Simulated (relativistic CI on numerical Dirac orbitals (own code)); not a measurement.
## Sensitivity of the levels of Ni¹⁴⁺ to α and to the nuclear radius

Calculated at this level of theory: Dirac-Coulomb-Breit CI, separate exchange-only KLI orbitals for each configuration, derivatives by finite differences, unscaled Slater integrals, QED left out (own radial code, finite nucleus).

Configurations in the expansion (outside the closed core [Ne]): 3s2 3p2, 3s 3p3, 3s2 3p 3d, 3p4, 3s 3p2 3d, 3p3 3d, 3s2 3d2, 3s 3d3, 3p2 3d2, 3p 3d3. Double excitations out of closed p, d and f shells are left out; levels of such configurations are missing from the list, as are those of other unlisted configurations, and high levels can miss mixing partners.

With x = (α/α₀)² − 1 an excitation energy changes as ω = ω₀ + qx; K = 2q/ω₀ is the relative enhancement. Terms are leading LS components, so labels can repeat. The field-shift factor is F = δν/δ⟨r²⟩ for the transition from the lowest level.

Lowest level 3s2 3p2 3P_0.

```csv
Level,ω₀ (cm⁻¹),q (cm⁻¹),K,F (GHz/fm²)
3s2 3p2 3P_1,14565,19250,2.64,-0.064
3s2 3p2 3P_2,27384,27610,2.02,-0.103
3s2 3p2 1D_2,64999,37950,1.17,-0.123
3s2 3p2 1S_0,115245,39240,0.681,-0.541
3s 3p3 5S°_2,259781,48640,0.374,-23
3s 3p3 3D°_1,344301,44030,0.256,-20.5
3s 3p3 3D°_2,344636,44720,0.26,-20.6
3s 3p3 3D°_3,349252,52640,0.301,-20.7
3s 3p3 3P°_0,399227,53030,0.266,-20.5
3s 3p3 3P°_2,399966,54250,0.271,-19.6
3s 3p3 3P°_1,400174,55100,0.275,-20.5
3s 3p3 1D°_2,432259,56910,0.263,-14.6
3s 3p3 3S°_1,494262,48170,0.195,-24.6
3s2 3p 3d 3F°_2,506871,26340,0.104,0.208
3s2 3p 3d 3F°_3,516860,35540,0.138,0.466
3s2 3p 3d 3F°_4,532016,52040,0.196,0.448
3s 3p3 1P°_1,532928,65650,0.246,-21.4
3s2 3p 3d 3P°_2,584192,29170,0.0999,-5.03
3s2 3p 3d 3D°_1,593467,30520,0.103,-2.44
3s2 3p 3d 1D°_2,602879,49960,0.166,-6.75
3s2 3p 3d 3P°_0,606218,49650,0.164,-2.39
3s2 3p 3d 3P°_1,610600,50690,0.166,-2.67
3s2 3p 3d 3D°_3,611618,46850,0.153,-2.3
```

At this charge energies of transitions that change n are usually good to better than 1 %, and those within a shell (Δn = 0) to a few per cent.
